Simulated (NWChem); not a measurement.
System: C3H4BrF; SMILES FC1(Br)CC1

NWChem input:

```
start job
memory heap 200 mb stack 900 mb global 1100 mb
geometry units angstroms noautosym nocenter noautoz
  F      1.465174    -1.107510     0.000000
  C      0.167823    -0.755462     0.000000
  Br    -0.036662     1.150332     0.000000
  C     -0.779571    -1.602851    -0.760281
  C     -0.779571    -1.602851     0.760281
  H     -1.609203    -1.122887    -1.283957
  H     -0.342758    -2.468400    -1.266350
  H     -1.609203    -1.122887     1.283957
  H     -0.342758    -2.468400     1.266350
end
basis spherical
  * library 6-31g*
end
dft
  xc m05-2x
  iterations 150
end
cosmo
  do_cosmo_smd true
  solvent clbenzen
end
task dft energy
```

Output (shortened):

```
             Northwest Computational Chemistry Package (NWChem) 7.3.0
             --------------------------------------------------------

                             Geometry "geometry" -> ""
                             -------------------------

 Output coordinates in angstroms (scale by  1.889725989 to convert to a.u.)

  No.       Tag          Charge          X              Y              Z
 ---- ---------------- ---------- -------------- -------------- --------------
    1 F                    9.0000     1.46517400    -1.10751000     0.00000000
    2 C                    6.0000     0.16782300    -0.75546200     0.00000000
    3 Br                  35.0000    -0.03666200     1.15033200     0.00000000
    4 C                    6.0000    -0.77957100    -1.60285100    -0.76028100
    5 C                    6.0000    -0.77957100    -1.60285100     0.76028100
    6 H                    1.0000    -1.60920300    -1.12288700    -1.28395700
    7 H                    1.0000    -0.34275800    -2.46840000    -1.26635000
    8 H                    1.0000    -1.60920300    -1.12288700     1.28395700
    9 H                    1.0000    -0.34275800    -2.46840000     1.26635000

 Effective nuclear repulsion energy (a.u.)     330.5273856450

                                 NWChem DFT Module
                                 -----------------

 Summary of "ao basis" -> "ao basis" (spherical)
 ------------------------------------------------------------------------------
       Tag                 Description            Shells   Functions and Types
 ---------------- ------------------------------  ------  ---------------------
 F                           6-31g*                  6       14   3s2p1d
 C                           6-31g*                  6       14   3s2p1d
 Br                          6-31g*                 12       32   5s4p3d
 H                           6-31g*                  2        2   2s

 in cosmo_initialize ...
 calling solv_data for solv:clbenzen

 solvent parameters
 solvname_short: clbenzen
 solvname_long:  chlorobenzene
 dielec:        5.6968
 dielecinf:     2.3229
 nonaqueous SMD model solvent descriptors
 dielec:        5.6968
 sola:          0.0000
 solb:          0.0700
 solc:          0.8570
 solg:         47.4800
 solh:          0.1430
 soln:          1.5241

          ---------------
          -cosmo- solvent
          ---------------
 Cosmo: York-Karplus, doi: 10.1021/jp992097l
 dielectric constant -eps-     =   5.70
 screen = (eps-1)/(eps    )    =   0.82446
 surface charge correction     = lagrangian

   van der Waals surface
 --------------------------

 ---------- ATOMIC COORDINATES (A.U.) ------------ VDWR(ANG.) --
     1    2.76877739   -2.09289043    0.00000000     1.730
     2    0.31713948   -1.42761617    0.00000000     1.850
     3   -0.06928113    2.17381228    0.00000000     3.060
     4   -1.47317558   -3.02894919   -1.43672276     1.850
     5   -1.47317558   -3.02894919    1.43672276     1.850
     6   -3.04095273   -2.12194875   -2.42632691     1.200
     7   -0.64771870   -4.66459963   -2.39305451     1.200
     8   -3.04095273   -2.12194875    2.42632691     1.200
     9   -0.64771870   -4.66459963    2.39305451     1.200
 number of segments per atom =        128
 number of   points per atom =        128
 atom (   nspa,  nppa )
 ----------------------
    1 (     68,     0 )       0
    2 (      2,     0 )       0
    3 (    102,     0 )       0
    4 (     45,     0 )       0
    5 (     45,     0 )       0
    6 (     39,     0 )       0
    7 (     53,     0 )       0
    8 (     39,     0 )       0
    9 (     53,     0 )       0
 number of -cosmo- surface points =      446
 molecular surface =    159.118 angstrom**2
 molecular volume  =    155.243 angstrom**3
 -lineq- algorithm             =   0
 -bem- low  level              =   3
 -bem- from -octahedral-
 gaussian surface charge width =   4.50000
 degree of switching           =   1.00000
 switching function tolerance  =   0.00010
 atomic radii =
 --------------
    1  9.000  1.730
    2  6.000  1.850
    3 35.000  3.060
    4  6.000  1.850
    5  6.000  1.850
    6  1.000  1.200
    7  1.000  1.200
    8  1.000  1.200
    9  1.000  1.200
 ...... end of -cosmo- initialization ......

[...]

                                COSMO-SMD solvation results
                                ---------------------------

             internal energy in gas <Psi(g)|H|Psi(g)> =     -2790.278623223149
         internal energy in solvent <Psi(s)|H|Psi(s)> =     -2790.278153165962
                               delta internal energy  =         0.000470057187 (    0.29 kcal/mol)
   total free energy in solvent <Psi(s)|H+V/2|Psi(s)> =     -2790.283048517196
 polarization energy contribution <Psi(s)|V/2|Psi(s)> =        -0.004895351234 (   -3.07 kcal/mol)
    total free energy in solvent including G(SMD-CDS) =     -2790.287820989508
                       G(SMD-CDS) energy contribution =        -0.004772472312 (   -2.99 kcal/mol)
     1 M fixed-concentration free energy of solvation =        -0.009197766359 (   -5.77 kcal/mol)

                       DFT Final Molecular Orbital Analysis
                       ------------------------------------

 Vector   31  Occ=2.000000D+00  E=-3.781501D-01
              MO Center= -3.4D-01, -6.1D-01,  7.9D-09, r^2= 3.3D+00
   Bfn.  Coefficient  Atom+Function         Bfn.  Coefficient  Atom+Function
  ----- ------------  ---------------      ----- ------------  ---------------
    39      0.375170  3 Br px                40     -0.294762  3 Br py
    65      0.232362  4 C  pz                79     -0.232362  5 C  pz
     4     -0.201208  1 F  py                35     -0.167925  3 Br px
    18      0.162036  2 C  py                63     -0.157360  4 C  px
    77     -0.157360  5 C  px                 8     -0.154666  1 F  py

 Vector   32  Occ=2.000000D+00  E=-3.582458D-01
              MO Center= -1.4D-01,  5.7D-01,  2.1D-08, r^2= 2.8D+00
   Bfn.  Coefficient  Atom+Function         Bfn.  Coefficient  Atom+Function
  ----- ------------  ---------------      ----- ------------  ---------------
    39      0.672401  3 Br px                35     -0.301279  3 Br px
    43      0.301515  3 Br px                40      0.207241  3 Br py
    64      0.122186  4 C  py                65     -0.121886  4 C  pz
    78      0.122186  5 C  py                79      0.121886  5 C  pz
    36     -0.092421  3 Br py                31      0.090272  3 Br px

 Vector   33  Occ=2.000000D+00  E=-3.299959D-01
              MO Center= -1.1D-01,  1.2D-01,  2.2D-08, r^2= 3.2D+00
   Bfn.  Coefficient  Atom+Function         Bfn.  Coefficient  Atom+Function
  ----- ------------  ---------------      ----- ------------  ---------------
    41      0.606567  3 Br pz                19     -0.297590  2 C  pz
    45      0.291975  3 Br pz                37     -0.270097  3 Br pz
    64      0.161816  4 C  py                78     -0.161816  5 C  py
     5      0.155485  1 F  pz                66      0.146054  4 C  s
    80     -0.146054  5 C  s                 63      0.141002  4 C  px

 Vector   34  Occ=0.000000D+00  E= 3.784029D-02
              MO Center= -1.2D-01,  4.2D-01,  4.6D-10, r^2= 3.4D+00
   Bfn.  Coefficient  Atom+Function         Bfn.  Coefficient  Atom+Function
  ----- ------------  ---------------      ----- ------------  ---------------
    20      1.021079  2 C  s                 44      0.822637  3 Br py
    22      0.512508  2 C  py                42     -0.497545  3 Br s
    40      0.440256  3 Br py                18      0.409394  2 C  py
    90     -0.230450  6 H  s                 94     -0.230450  8 H  s
    38      0.207716  3 Br s                 36     -0.190652  3 Br py

 Vector   35  Occ=0.000000D+00  E= 1.509464D-01
              MO Center= -1.3D-01, -1.5D+00, -2.0D-09, r^2= 4.3D+00
   Bfn.  Coefficient  Atom+Function         Bfn.  Coefficient  Atom+Function
  ----- ------------  ---------------      ----- ------------  ---------------
    92      0.940699  7 H  s                 96      0.940699  9 H  s
    20     -0.588553  2 C  s                 21     -0.506265  2 C  px
    66     -0.457781  4 C  s                 80     -0.457781  5 C  s
     6      0.440182  1 F  s                 68      0.413743  4 C  py
    82      0.413743  5 C  py                90     -0.376268  6 H  s

 Vector   36  Occ=0.000000D+00  E= 1.720637D-01
              MO Center= -1.1D+00, -1.3D+00,  3.5D-09, r^2= 5.0D+00
   Bfn.  Coefficient  Atom+Function         Bfn.  Coefficient  Atom+Function
  ----- ------------  ---------------      ----- ------------  ---------------
    66      1.189969  4 C  s                 80      1.189969  5 C  s
    90     -1.054106  6 H  s                 94     -1.054106  8 H  s
    92     -0.707905  7 H  s                 96     -0.707905  9 H  s
    69     -0.505491  4 C  pz                83      0.505491  5 C  pz
    38     -0.387143  3 Br s                 42     -0.338735  3 Br s

     Multipole analysis of the density
     ---------------------------------

     L   x y z        total         alpha         beta         nuclear
     -   - - -        -----         -----         ----         -------
     0   0 0 0     -0.000000    -33.000000    -33.000000     66.000000

     1   1 0 0     -0.730170     -0.035857     -0.035857     -0.658456
     1   0 1 0     -0.826840      0.205964      0.205964     -1.238768
     1   0 0 1     -0.000000     -0.000000     -0.000000      0.000000

     2   2 0 0    -31.334054    -73.238745    -73.238745    115.143436
     2   1 1 0      0.920055     -5.716913     -5.716913     12.353880
     2   1 0 1     -0.000000     -0.000000     -0.000000     -0.000000
     2   0 2 0    -28.139812   -203.898928   -203.898928    379.658045
     2   0 1 1     -0.000000     -0.000000     -0.000000     -0.000000
     2   0 0 2    -29.862616    -38.930114    -38.930114     47.997612
```

Level: M05-2X/6-31G* (spherical d), SMD on the gas-phase geometry. Coordinates come from a PBE0/def2-SVP optimisation. Solvent: chlorobenzene.
